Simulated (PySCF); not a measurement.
Computed shifts of a molecule CH2ClF3Si, PBE0/pcSseg-1 (PySCF), GIAO, gas phase, equivalent atoms averaged, in ppm (number of nuclei): ²⁹Si: -19.8 (1). ¹³C: 133.9 (1). ¹⁹F: -84.2 (3). ¹H: 5.28 (2). References: ²⁹Si against TMS (σ = 352.7 ppm); ³⁵Cl against HCl (σ = 945.9 ppm); ¹³C against TMS (σ = 186.3 ppm); ¹⁹F against CFCl3 (σ = 167.2 ppm); ¹H against TMS (σ = 31.56 ppm), references at their B3LYP-D3(BJ)/def2-TZVP geometries, non-relativistic (without spin–orbit terms, shifts of atoms bonded to Cl or Br come out too high). Geometry optimised at PBE0-D3(BJ)/def2-SVP. The values are those of a single conformer.

Problem. Pick the molecule that these values belong to.
A. FC(F)(F)[SiH2]Cl
B. FC[Si](F)(F)Cl
C. FC(F)[Si@H](F)Cl

Solution. A, FC(F)(F)[SiH2]Cl
